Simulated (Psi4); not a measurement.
Cl4Si (SMILES Cl[Si](Cl)(Cl)Cl), singlet, geometry from GFN2-xTB; B3LYP/STO-3G (Psi4).

Here is a job for Psi4.
```
memory 2 GB

molecule mol {
0 1
Si   -0.000000    0.000000    0.000000
Cl    1.154087    1.151220    1.183261
Cl   -1.188553   -1.157440    1.142368
Cl    1.171487   -1.168380   -1.148842
Cl   -1.137021    1.174600   -1.176787
}

set {
  basis sto-3g
  reference rks
  cholesky_tolerance 1e-3
  scf_type cd
}

energy('b3lyp')
print_variables()
```

The log (banner, timings and long lists left out):

```
   => Loading Basis Set <=

    Name: STO-3G
    Role: ORBITAL
    Keyword: BASIS

         ---------------------------------------------------------
                                   SCF
               by Justin Turney, Rob Parrish, Andy Simmonett
                          and Daniel G. A. Smith
                              RKS Reference
         ---------------------------------------------------------

  ==> Geometry <==

    Molecular point group: c1
    Full point group: C1

    Geometry (in Angstrom), charge = 0, multiplicity = 1:

       Center              X                  Y                   Z               Mass
    ------------   -----------------  -----------------  -----------------  -----------------
         SI           0.000000000000     0.000000000000    -0.000000000000    27.976926534650
         CL           1.154087000000     1.151220000000     1.183261000000    34.968852682000
         CL          -1.188553000000    -1.157440000000     1.142368000000    34.968852682000
         CL           1.171487000000    -1.168380000000    -1.148842000000    34.968852682000
         CL          -1.137021000000     1.174600000000    -1.176787000000    34.968852682000

  Running in c1 symmetry.

  Rotational constants: A =      0.04456  B =      0.04456  C =      0.04456 [cm^-1]
  Rotational constants: A =   1335.75504  B =   1335.75456  C =   1335.75432 [MHz]
  Nuclear repulsion =  529.064810431408432

  Charge       = 0
  Multiplicity = 1
  Electrons    = 82
  Nalpha       = 41
  Nbeta        = 41

  ==> Algorithm <==

  SCF Algorithm Type is CD.
  DIIS enabled.
  MOM disabled.
  Fractional occupation disabled.
  Guess Type is SAD.
  Energy threshold   = 1.00e-06
  Density threshold  = 1.00e-06
  Integral threshold = 1.00e-12

  ==> Primary Basis <==

  Basis Set: STO-3G
    Blend: STO-3G
    Number of shells: 25
    Number of basis functions: 45
    Number of Cartesian functions: 45
    Spherical Harmonics?: true
    Max angular momentum: 1

  ==> DFT Potential <==

   => LibXC <=

    Version 7.1.2
    S. Lehtola, C. Steigemann, M. J. T. Oliveira, and M. A. L. Marques,  SoftwareX 7, 1–5 (2018) (10.1016/j.softx.2017.11.002)

   => Composite Functional: B3LYP <=

    B3LYP Hyb-GGA Exchange-Correlation Functional

    P. J. Stephens, F. J. Devlin, C. F. Chabalowski, and M. J. Frisch,  J. Phys. Chem. 98, 11623 (1994) (10.1021/j100096a001)

    Deriv               =              1
    GGA                 =           TRUE
    Meta                =          FALSE

    Exchange Hybrid     =           TRUE
    MP2 Hybrid          =          FALSE

   => Exchange Functionals <=

    0.0800   Slater exchange
    0.7200         Becke 88

   => Exact (HF) Exchange <=

    0.2000               HF

   => Correlation Functionals <=

    0.1900   Vosko, Wilk & Nusair (VWN5_RPA)
    0.8100   Lee, Yang & Parr

   => LibXC Density Thresholds  <==

    XC_HYB_GGA_XC_B3LYP:  1.00E-15

   => Molecular Quadrature <=

    Radial Scheme          =       TREUTLER
    Pruning Scheme         =           NONE
    Nuclear Scheme         =       TREUTLER

    Blocking Scheme        =         OCTREE
    BS radius alpha        =              1
    Pruning alpha          =              1
    Radial Points          =             75
    Spherical Points       =            302
    Total Points           =          99542
    Total Blocks           =            800
    Max Points             =            256
    Max Functions          =             33
    Weights Tolerance      =       1.00E-15

  ==> Integral Setup <==

  ==> CDJK: Cholesky-decomposed J/K Matrices <==

    J tasked:                     Yes
    K tasked:                     Yes
    wK tasked:                     No
    Integrals threads:              1
    Algorithm:                   Core
    Integral Cache:              NONE
    Schwarz Cutoff:             1E-12
    Cholesky tolerance:      1.00E-03
    No. Cholesky vectors:         157

  Minimum eigenvalue in the overlap matrix is 2.9564514383E-01.
  Reciprocal condition number of the overlap matrix is 1.5844743171E-01.
    Using symmetric orthogonalization.

  ==> Pre-Iterations <==

  SCF Guess: Superposition of Atomic Densities via on-the-fly atomic UHF (no occupation information).

   -------------------------
    Irrep   Nso     Nmo
   -------------------------
     A         45      45
   -------------------------
    Total      45      45
   -------------------------

  ==> Iterations <==

                        Total Energy        Delta E     RMS |[F,P]|

   @RKS iter SAD: -2106.32266934646532   -2.10632e+03   0.00000e+00
   @RKS iter   1: -2106.81540714360153   -4.92738e-01   1.09337e-02 DIIS/ADIIS
   @RKS iter   2: -2106.80586147702752    9.54567e-03   1.20235e-02 DIIS/ADIIS
   @RKS iter   3: -2107.04211367122844   -2.36252e-01   1.10996e-04 DIIS/ADIIS
   @RKS iter   4: -2107.04213392138263   -2.02502e-05   1.73843e-05 DIIS
   @RKS iter   5: -2107.04213451518672   -5.93804e-07   4.60173e-07 DIIS
  Energy and wave function converged.

  ==> Post-Iterations <==

   Electrons on quadrature grid:
      Ntotal   =   82.0000023580 ; deviation = 2.358e-06

    Orbital Energies [Eh]
    ---------------------

    Doubly Occupied:

[...]
    Virtual:

[...]
      45A      0.137410

    Final Occupation by Irrep:
              A
    DOCC [    41 ]
    NA   [    41 ]
    NB   [    41 ]

  @RKS Final Energy: -2107.04213451518672

   => Energetics <=

    Nuclear Repulsion Energy =            529.0648104314084321
    One-Electron Energy =               -3969.2286953928278308
    Two-Electron Energy =                1440.7154915768810497
    DFT Exchange-Correlation Energy =    -107.5937411306484677
    Empirical Dispersion Energy =           0.0000000000000000
    VV10 Nonlocal Energy =                  0.0000000000000000
    Total Energy =                      -2107.0421345151867172

Computation Completed

Properties will be evaluated at   0.000000,   0.000000,   0.000000 [a0]

Properties computed using the SCF density matrix

 Multipole Moments:

 ------------------------------------------------------------------------------------
     Multipole            Electronic (a.u.)      Nuclear  (a.u.)        Total (a.u.)
 ------------------------------------------------------------------------------------

 L = 1.  Multiply by 2.5417464519 to convert [e a0] to [Debye]
 Dipole X            :         -0.0000002            0.0000000           -0.0000002
 Dipole Y            :          0.0000027           -0.0000000            0.0000027
 Dipole Z            :          0.0000077           -0.0000000            0.0000077
 Magnitude           :                                                    0.0000081

 ------------------------------------------------------------------------------------

  Variable Map:
  ----------------------------------------------------------------------------
[...]
  Array Variable Map:
  ----------------------------------------------------------------------------
[...]
[...]
```
